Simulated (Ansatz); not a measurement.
Ideal-gas functions of FH$_{3}$NNbOS, SMILES `[NH2][Nb]([OH])([F])=[S]` at 298.15 K and 1 bar, from an Ansatz frequency run at PBE0-D4/def2-TZVP.

Molar mass 177.0 g/mol, point group C1 (symmetry number 1), electronic degeneracy 1, moments of inertia 174.115, 248.93, 251.984 u Å². Harmonic wavenumbers (cm⁻¹, unscaled): 168, 176, 190, 192, 204, 325, 354, 477, 511, 554, 615, 684, 712, 740, 1533, 3562, 3671, 3915.

Use S(trans) = R[1.5 ln M + 2.5 ln T − 1.1517]; rotational temperatures θ = 24.2544 K / I; S(rot) = R[ln(√π/σ · √(T³/θAθBθC)) + 1.5]; for each mode x = 1.438777 ν̃/T, S = R[x/(eˣ − 1) − ln(1 − e⁻ˣ)] and H = RT x/(eˣ − 1); 1 cm⁻¹ = 0.0119627 kJ/mol; R = 8.31446 J/(mol·K).

**Question.** By hand: the entropy, in J/(mol·K).

**Answer.** Translation 173.4. Rotation: θ = 0.1393, 0.0974, 0.0963 K, giving 115.9. Vibration, mode by mode: 10.28, 9.92, 9.32, 9.24, 8.77, 5.38, 4.80, 3.00, 2.64, 2.24, 1.78, 1.36, 1.22, 1.10, 0.04, 0.00, 0.00, 0.00, in all 71.1. Electronic 0.0. Sum 360.4 J/(mol·K).

**Question.** By hand: H − E and G − E in kJ/mol, counted from the electronic energy.

**Answer.** Zero-point energy ½ × 18583 × 0.0119627 = 111.2; thermal vibration 12.6; translation, rotation and pV give 4 RT = 9.9. H − E = 133.7 kJ/mol, and G − E = 133.7 − 298.15 × 360.4/1000 = 26.2 kJ/mol.

Vibration gives 20 % of the entropy. The sum counts one conformer and one mirror image; others add a mixing term.
